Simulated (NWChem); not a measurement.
Total energies of In (+1)

```
In
```
Charge +1, spin multiplicity 1.

Program: NWChem.

Basis set: def2-TZVP (50 functions).

```json
[
 {"method": "RHF", "total energy (Ha)": "-189.01825"},
 {"method": "MP2", "total energy (Ha)": "-189.25857"},
 {"method": "B2PLYP", "total energy (Ha)": "-189.69983"},
 {"method": "PBE", "total energy (Ha)": "-189.91217"},
 {"method": "B3LYP", "total energy (Ha)": "-189.97927"},
 {"method": "LDA (SVWN5)", "total energy (Ha)": "-189.58646"},
 {"method": "CCSD(T)", "total energy (Ha)": "-189.25979"}
]
```

Total energies of different functionals aren't comparable as a measure of quality: only differences taken within one method are. 

Effective core potentials replace the inner electrons of In; spin-orbit coupling is left out. The correlated methods keep 4 core orbitals frozen. B3LYP has NWChem's definition, with VWN1-RPA local correlation. No row is a measurement; the coupled-cluster row has its own basis-set and correlation limits.
